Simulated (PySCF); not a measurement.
Si(F)(Cl)(Br)(NH2) (BrClFH2NSi), SMILES N[Si](F)(Cl)Br.

Coordinates come from a ωB97X-D3(BJ)/def2-SVP optimisation. This is a generated structure with no PubChem entry under its InChIKey; it may be hypothetical. Other conformers were not sampled.

These are HF/def2-TZVP run with PySCF values and carry that method's errors.

Gas-phase values at a fixed geometry.

```
Item                                                                                                            Value
---------------------------------------------------------------------------------------------  ----------------------
total energy                                                                                      -3476.21328 hartree
highest occupied level                                                                                      -11.79 eV
lowest empty level                                                                                            3.20 eV
orbital gap                                                                                                  14.99 eV
dipole moment                                                                                                  2.74 D
quadrupole, principal values (traceless, Buckingham form, about the centre of nuclear charge)  -9.10, -0.66, 9.76 D·Å
mean static polarisability                                                                       54.2 bohr³ (8.04 Å³)
polarisability, principal values                                                               45.2, 53.6, 63.8 bohr³
```
